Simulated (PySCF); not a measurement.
A PySCF script (with the pyscf-properties extension) for the NMR shieldings of `InChI=1S/C6H14FNSi/c1-5(7)6-3-4-9(6)8-2/h5-6,8-9H,3-4H2,1-2H3/t5-,6+,9-/m1/s1`, on a GFN2-xTB geometry:

```python
import basis_set_exchange as bse
import numpy as np
from pyscf import gto, dft
from pyscf.prop import nmr

atoms = """
C    -2.605523    1.199288    0.657350
N    -2.238153   -0.042658    0.013934
Si   -0.755718   -0.240394   -0.831227
C    -0.310207   -2.054262   -1.174052
C     1.020008   -1.885370   -0.416667
C     0.769922   -0.532274    0.284694
C     1.924917    0.442270    0.228240
C     1.573919    1.813698    0.785182
F     2.993944   -0.061259    0.968786
H    -3.004156    1.936888   -0.047191
H    -1.721831    1.621446    1.129411
H    -3.357331    1.010390    1.424642
H    -3.046572   -0.513519   -0.365133
H    -0.488244    0.692377   -1.940406
H    -0.185371   -2.364771   -2.207085
H    -0.961960   -2.777610   -0.690339
H     1.241389   -2.698475    0.272694
H     1.853012   -1.801030   -1.114043
H     0.513860   -0.690384    1.334232
H     2.310165    0.530872   -0.796364
H     2.459650    2.444632    0.808869
H     1.190386    1.716087    1.798511
H     0.819142    2.281043    0.158977
"""
names = dict.fromkeys(["C", "N", "Si", "F", "H"], "pcSseg-1")
basis = {el: gto.basis.parse(bse.get_basis(n, elements=[el], fmt="nwchem")) for el, n in names.items()}
mol = gto.M(atom=atoms, basis=basis, charge=0, verbose=0)
mf = dft.RKS(mol, xc="PBE0")
mf.grids.level = 2
mf.grids.alignment = dft.numint.BLKSIZE   # the property module wants whole blocks of grid points
mf.conv_tol = 1e-9
mf.kernel()

calc = nmr.RKS(mf)   # GIAO
C = mf.mo_coeff
Co = C[:, mf.mo_occ > 0]
resp = mf.gen_response(singlet=True, hermi=2)
def vind(x):   # induced exchange potential for any number of trial vectors
    d = np.einsum("pi,xij,qj->xpq", C, 2 * x.reshape(-1, C.shape[1], Co.shape[1]), Co, optimize=True)
    return np.einsum("xpq,pi,qj->xij", resp(d - d.transpose(0, 2, 1)), C, Co, optimize=True).ravel()
mo1, _ = nmr.rhf.solve_mo1(calc, with_cphf=vind)
sigma = calc.kernel(mo1)
for i, s in enumerate(sigma):   # ppm
    print("%2d %-2s %9.2f" % (i, mol.atom_pure_symbol(i), np.trace(s) / 3))
```

Task: What does it print?

Result: 
```
 0 C     156.11
 1 N     243.42
 2 Si    358.93
 3 C     176.20
 4 C     162.24
 5 C     142.55
 6 C      89.59
 7 C     163.01
 8 F     370.35
 9 H      28.93
10 H      29.18
11 H      28.80
12 H      31.70
13 H      26.37
14 H      30.55
15 H      30.49
16 H      29.10
17 H      29.71
18 H      29.62
19 H      27.01
20 H      30.10
21 H      30.43
22 H      30.65
```

These numbers come from an equivalent density-fitted implementation of the same equations, which agrees with the script to about 0.01 ppm for H and up to a few tenths of a ppm for heavy atoms, so last digits may differ.

Size and cost of the density-fitted run: 230 basis functions, 59 s wall time on 1 thread of an Arm Neoverse V1, shared host; peak memory 1.1 GiB.
